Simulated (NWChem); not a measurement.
System: C$_{3}$H$_{5}$F; SMILES F/C=C\C

The following NWChem deck was run.

```
start job
memory heap 200 mb stack 900 mb global 1100 mb
geometry units angstroms noautosym nocenter noautoz
  C      0.551505     1.484022     0.000000
  C     -0.651118     0.591119     0.000000
  C     -0.616208    -0.750182     0.000000
  F      0.538386    -1.447688     0.000000
  H      1.488401     0.895530     0.000000
  H      0.560069     2.149442     0.889689
  H      0.560069     2.149442    -0.889689
  H     -1.654755     1.046790     0.000000
  H     -1.502902    -1.405544     0.000000
end
basis spherical
  * library def2-svp
end
dft
  xc m06-2x
  iterations 150
end
cosmo
  dielec 2.4
end
task dft energy
```

Excerpt of the output:

```
             Northwest Computational Chemistry Package (NWChem) 7.3.0
             --------------------------------------------------------

                             Geometry "geometry" -> ""
                             -------------------------

 Output coordinates in angstroms (scale by  1.889725989 to convert to a.u.)

  No.       Tag          Charge          X              Y              Z
 ---- ---------------- ---------- -------------- -------------- --------------
    1 C                    6.0000     0.55150500     1.48402200     0.00000000
    2 C                    6.0000    -0.65111800     0.59111900     0.00000000
    3 C                    6.0000    -0.61620800    -0.75018200     0.00000000
    4 F                    9.0000     0.53838600    -1.44768800     0.00000000
    5 H                    1.0000     1.48840100     0.89553000     0.00000000
    6 H                    1.0000     0.56006900     2.14944200     0.88968900
    7 H                    1.0000     0.56006900     2.14944200    -0.88968900
    8 H                    1.0000    -1.65475500     1.04679000     0.00000000
    9 H                    1.0000    -1.50290200    -1.40554400     0.00000000

 Effective nuclear repulsion energy (a.u.)     114.9833955566

                                 NWChem DFT Module
                                 -----------------

 Summary of "ao basis" -> "ao basis" (spherical)
 ------------------------------------------------------------------------------
       Tag                 Description            Shells   Functions and Types
 ---------------- ------------------------------  ------  ---------------------
 C                          def2-svp                 6       14   3s2p1d
 F                          def2-svp                 6       14   3s2p1d
 H                          def2-svp                 3        5   2s1p

 in cosmo_initialize ...

 solvent parameters
 solvname_short: unkn
 solvname_long:  unknown
 dielec:        2.4000

          ---------------
          -cosmo- solvent
          ---------------
 Cosmo: York-Karplus, doi: 10.1021/jp992097l
 dielectric constant -eps-     =   2.40
 screen = (eps-1)/(eps    )    =   0.58333
 surface charge correction     = lagrangian

   van der Waals surface
 --------------------------

[...]

                                   COSMO solvation results
                                   -----------------------

                 gas phase energy =      -216.878960023805
                 sol phase energy =      -216.881061460996
 (electrostatic) solvation energy =         0.002101437192 (    1.32 kcal/mol)

                       DFT Final Molecular Orbital Analysis
                       ------------------------------------

 Vector   14  Occ=2.000000D+00  E=-4.331108D-01
              MO Center= -2.5D-01, -1.4D-01,  1.9D-09, r^2= 3.0D+00
   Bfn.  Coefficient  Atom+Function         Bfn.  Coefficient  Atom+Function
  ----- ------------  ---------------      ----- ------------  ---------------
    77      0.286265  9 H  s                 19      0.275391  2 C  py
    33     -0.270075  3 C  py                47     -0.236631  4 F  py
     5     -0.229656  1 C  py                46     -0.223996  4 F  px
     4     -0.170080  1 C  px                50      0.168132  4 F  py
    18      0.165611  2 C  px                32     -0.158476  3 C  px

 Vector   15  Occ=2.000000D+00  E=-4.284539D-01
              MO Center=  1.9D-01,  1.0D+00, -6.8D-10, r^2= 2.3D+00
   Bfn.  Coefficient  Atom+Function         Bfn.  Coefficient  Atom+Function
  ----- ------------  ---------------      ----- ------------  ---------------
    57      0.332544  5 H  s                  4      0.316187  1 C  px
    72      0.273081  8 H  s                 18     -0.261224  2 C  px
     5     -0.183982  1 C  py                58      0.148546  5 H  s
     7      0.136031  1 C  px                73      0.129781  8 H  s
    62     -0.112077  6 H  s                 67     -0.112077  7 H  s

 Vector   16  Occ=2.000000D+00  E=-3.078456D-01
              MO Center= -4.2D-01,  2.5D-02, -2.1D-09, r^2= 2.2D+00
   Bfn.  Coefficient  Atom+Function         Bfn.  Coefficient  Atom+Function
  ----- ------------  ---------------      ----- ------------  ---------------
    34      0.387743  3 C  pz                20      0.384858  2 C  pz
    23      0.302025  2 C  pz                48      0.244705  4 F  pz
    37      0.238923  3 C  pz                51     -0.205039  4 F  pz
    62     -0.132596  6 H  s                 67      0.132596  7 H  s
     6     -0.127666  1 C  pz                 9     -0.094189  1 C  pz

 Vector   17  Occ=0.000000D+00  E= 5.998246D-02
              MO Center= -5.5D-01, -2.8D-03, -1.9D-08, r^2= 2.5D+00
   Bfn.  Coefficient  Atom+Function         Bfn.  Coefficient  Atom+Function
  ----- ------------  ---------------      ----- ------------  ---------------
    23      0.652430  2 C  pz                37     -0.651176  3 C  pz
    34     -0.453936  3 C  pz                20      0.408137  2 C  pz
    63     -0.253003  6 H  s                 68      0.253003  7 H  s
    51      0.188797  4 F  pz                48     -0.171234  4 F  pz
    62     -0.119190  6 H  s                 67      0.119190  7 H  s

 Vector   18  Occ=0.000000D+00  E= 1.111566D-01
              MO Center= -1.8D-01,  1.4D+00,  2.5D-08, r^2= 6.3D+00
   Bfn.  Coefficient  Atom+Function         Bfn.  Coefficient  Atom+Function
  ----- ------------  ---------------      ----- ------------  ---------------
     3      2.381238  1 C  s                 63     -1.072912  6 H  s
    68     -1.072912  7 H  s                 73     -0.942263  8 H  s
    58     -0.655520  5 H  s                 21     -0.590054  2 C  px
    78     -0.556534  9 H  s                 35     -0.300655  3 C  px
    45      0.203749  4 F  s                  8      0.187935  1 C  py

[...]
```

Level: M06-2X/def2-SVP, COSMO on the gas-phase geometry. The geometry was optimised at PBE-D3(BJ)/def2-SVP. COSMO prints the solvation energy as gas minus solution, so a positive value is a stabilisation.
